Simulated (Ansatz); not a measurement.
Calculated with Ansatz (gas phase, PBE0-D4/def2-TZVP geometries, no zero-point term in ΔE). CBS: MP2 limit from def2 TZ/QZ plus the TZ coupled-cluster correction, frozen cores. Functionals use def2-TZVPP. One conformer a species, not always the lowest.

Reaction (isomerisation): `CN1[SiH2]C1O` → `C[Si@H]1O[C@@H]1N`

Is it downhill or uphill in electronic energy at CCSD(T)/CBS, and by how much? (Best estimate.)

Computed: Downhill: ΔE = -1.42 eV.

What do these levels give: r2SCAN-D4, ωB97X-V, ωB97M-V, B2PLYP, r2SCAN, PBE0, MP2/def2-TZVPP, SCS-MP2/def2-TZVPP, CCSD/def2-TZVPP, SCS-MP2/def2-QZVPP, MP2/CBS(def2), CCSD/CBS(def2)? (Estimate.)

The calculation gave: r2SCAN-D4 -1.44, ωB97X-V -1.38, ωB97M-V -1.41, B2PLYP -1.42, r2SCAN -1.44, PBE0 -1.35, MP2/def2-TZVPP -1.43, SCS-MP2/def2-TZVPP -1.40, CCSD/def2-TZVPP -1.39, SCS-MP2/def2-QZVPP -1.42, MP2/CBS(def2) -1.45, CCSD/CBS(def2) -1.41 eV.

Largest T1 diagnostic among the species: 0.013.

In def2-TZVPP, CCSD(T) changes the Hartree–Fock value by −0.03 eV (the triples alone add −0.00 eV) and MP2 by −0.07 eV.
